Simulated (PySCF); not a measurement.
One of the candidates below gave these computed data.

All candidates are C5H6F4O.

| technique | computed result |
| --- | --- |
| Rotational structure | rotational constants A, B, C: 2.351, 0.714, 0.613 GHz [GFN2-xTB] |
| Dipole | 1.98 D [PBE0/pcSseg-1] |
| 13C NMR | chemical shifts (computed TMS as zero) by class: 152.2 (1 C), 129.5 (1 C), 123.7 (1 C), 82.5 (1 C), 20.8 (1 C) ppm [GIAO PBE0/pcSseg-1] |
| NMR, other nuclei | isotropic shieldings of nuclei other than C and H, by class: 166 (1 O), 237 (3 F), 431 (1 F) ppm [GIAO PBE0/pcSseg-1] |
| 1H NMR | chemical shifts (computed TMS as zero) by class: 5.61 (1 H), 5.60 (2 H), 2.25 (3 H) ppm [GIAO PBE0/pcSseg-1] |

Gas-phase values; electronic properties from PySCF, density fitting. Levels stand in brackets. Isolated species at its GFN2-xTB geometry (one conformer only). NMR classes are plain means over equivalent atoms (diastereotopic ones count apart unless rotation or inversion swaps them), as if these changed places fast.

Task: Which candidate is it?
A. `C=C[C@@H](OC(F)F)C(F)F`
B. `F[C@@H]1CCO[C@H]1C(F)(F)F`
C. `FC[C@@H]1O[C@@H](F)[C@H]1C(F)F`
D. `C/C(=C/CF)OC(F)(F)F`

Result: D. It is `C/C(=C/CF)OC(F)(F)F`. Numbering: `[CH3:1]/[C:2](=[CH:3]/[CH2:4][F:5])[O:6][C:7]([F:8])([F:9])[F:10]`. Its formula, C5H6F4O, gives 1 degree of unsaturation: 0 rings and 1 π bond in the structure found. 5 carbons fall into 5 classes; from least to most shielded: vinylic carbon bearing oxygen [C2] (152.2 ppm), CF3 carbon [C7] (129.5 ppm), alkene CH carbon [C3] (123.7 ppm), sp3 C–F carbon [C4] (82.5 ppm), allylic carbon [C1] (20.8 ppm). Hydrogen classes from least to most shielded: 1 H on an alkene CH carbon, C3 (5.61 ppm), 2 H on an sp3 C–F carbon, C4 (5.60 ppm), 3 H on an allylic carbon, C1 (2.25 ppm, a mean of values up to 0.6 ppm apart in this geometry). The other shieldings belong to: 166 ppm, ether oxygen [O6]; 237 ppm, fluorine of a CF3 group [F8/F9/F10]; 431 ppm, alkyl fluorine [F5]. The optimised geometry has point group C1 and is an asymmetric top.

The others, at the same levels:
- `F[C@@H]1CCO[C@H]1C(F)(F)F` fails: its computed 13C shifts are 134.5 (1 C), 98.9 (1 C), 88.7 (1 C), 73.1 (1 C), 38.1 (1 C) ppm, 1H shifts are 5.74 (1 H), 4.58 (1 H), 4.49 (1 H), 4.10 (1 H), 2.45 (1 H), 2.40 (1 H) ppm and rotational constant A is 1.987 GHz (against 2.351 GHz).
- `FC[C@@H]1O[C@@H](F)[C@H]1C(F)F` fails: its computed 13C shifts are 120.8 (1 C), 113.3 (1 C), 85.6 (1 C), 81.0 (1 C), 46.6 (1 C) ppm, 1H shifts are 6.82 (1 H), 6.17 (1 H), 5.20 (1 H), 4.76 (1 H), 4.66 (1 H), 3.67 (1 H) ppm and rotational constant A is 1.622 GHz (against 2.351 GHz).
- `C=C[C@@H](OC(F)F)C(F)F` fails: its computed 13C shifts are 143.1 (1 C), 130.3 (1 C), 125.9 (1 C), 120.4 (1 C), 88.3 (1 C) ppm, 1H shifts are 6.32 (1 H), 6.22 (1 H), 6.05 (1 H), 5.80 (1 H), 5.77 (1 H), 4.17 (1 H) ppm and rotational constant A is 1.869 GHz (against 2.351 GHz).

Each candidate is one conformer, not necessarily the lowest. Dipoles, sizes and rotational constants follow the conformer. The torsions of the flexible species, by atom-mapped SMILES:
- `[CH3:1]/[C:2](=[CH:3]/[CH2:4][F:5])[O:6][C:7]([F:8])([F:9])[F:10]`: C2–C3–C4–F5 -164°, C1–C2–O6–C7 -36°, C2–O6–C7–F8 -168°
- `[F:1][CH2:2][C@@H:3]1[O:4][C@@H:5]([F:6])[C@H:7]1[CH:8]([F:9])[F:10]`: F1–C2–C3–O4 66°, C5–C7–C8–F9 152°
- `[CH2:1]=[CH:2][C@@H:3]([O:4][CH:5]([F:6])[F:7])[CH:8]([F:9])[F:10]`: C1–C2–C3–O4 130°, C2–C3–O4–C5 -71°, C3–O4–C5–F6 82°, C2–C3–C8–F9 166°

The conformers of `F[C@@H]1CCO[C@H]1C(F)(F)F` aren't listed.
